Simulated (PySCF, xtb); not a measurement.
B(CF3)(Cl)(F) (CBClF4), SMILES FB(Cl)C(F)(F)F.

Harmonic wavenumbers (cm⁻¹) from GFN2-xTB in xtb 6.7.1 at its own minimum, in rising order: 6, 126, 152, 252, 332, 436, 443, 489, 543, 649, 892, 1024, 1044, 1129, 1263.

**Question.** What does PBE-D3(BJ)/def2-SVP run with PySCF give at its own minimum? (An estimate is asked for; the answer gives what the named calculation found.)

**Answer.** 5, 147, 172, 277, 342, 471, 480, 530, 615, 709, 964, 1101, 1141, 1270, 1393. Paired by order, the mean absolute difference is 56 cm⁻¹ and the zero-point energies are 12.6 and 13.7 kcal/mol.
